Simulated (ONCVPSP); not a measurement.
Before and after: ONCV potential for Fe (Z = 26)

- Element: iron (Fe)
- Generator: ONCVPSP 4.0.1
- Type: optimised norm-conserving Vanderbilt (ONCV)
- Functional: LDA (Perdew-Zunger)
- Relativity: scalar-relativistic
- Frozen core: [Ar]
- Valence charge: 8
- Reference configuration: 3d6 4s2
- Partial waves: 4s: rc 1.90 bohr, ncon 4, nbas 7, qcut 4.2 1/bohr, 2 projectors, debl 2.8 Ha; p scattering state at 0.44 Ha: rc 2.00 bohr, ncon 4, nbas 9, qcut 4.5 1/bohr, 3 projectors, debl 1.2 Ha; 3d: rc 1.30 bohr, ncon 3, nbas 8, qcut 13.5 1/bohr, local
- Local potential: the d channel
- Core correction: Teter function, fcfact 5.5, rcfact 1.75

Change: s: qcut 2.8; p: qcut 3; d: qcut 9.1.

Cutoffs: the cutoffs (Ha) at which the residual kinetic energy of the hardest occupied pseudo-wave falls to 1 and 0.1 mHa per electron; they do not see the model core or the augmentation charge, which bear on the density cutoff. Errors are all-electron minus pseudo energies relative to the spin-unpolarised reference configuration.

**Question.** How do hardness, ghosts and transferability respond?

**Answer.** The potential gets neither clearly harder nor softer (62 Ha and 71 Ha → 40 Ha and 149 Ha); both files keep a bound ghost (p, s); the lowest positive-energy flag moves from p at 3.5 eV to p at 135.0 eV; the errors of the 3 common tests hardly move.

```tsv
quantity	base	changed
cutoff, loose	62 Ha	40 Ha
cutoff, tight	71 Ha	149 Ha
loose cutoff by channel	s 4.2 Ha, d 62 Ha	s 4.3 Ha, d 40 Ha
bound ghosts	s, p	s, p
GHOST(+) flags under 300 eV	p at 3.5 eV, s at 220.6 eV	p at 135.0 eV
tests with a reliable result	3 of 4	3 of 4
error for 3d6 4s1, meV [ΔE 8.98 eV]	-47	-46
error for 3d6 4s0, meV [ΔE 25.47 eV]	-337	-329
error for 3d5 4s0, meV [ΔE 60.00 eV]	-849	-882
s: phases at 1.93 bohr within 0.05 rad from the reference energy up to (Ha; the scan ends near 5)	to the end of the scan	4.3
p: phases at 2.03 bohr within 0.05 rad from the reference energy up to (Ha; the scan ends near 5)	to the end of the scan	4.7
d: phases at 1.32 bohr within 0.05 rad from the reference energy up to (Ha; the scan ends near 5)	1.7	0.9
rms error of d²Exc/dni dnj with the model core, mHa	4.50	4.18
```

Changed file: The cutoffs count occupied waves only; projector 3 of the p channel, the hardest unoccupied one, needs 103 Ha at the loose tolerance. A true bound ghost makes a file unfit for plane-wave use even where its test errors are small: the radial tests pick states by their node count and pass the ghost by.
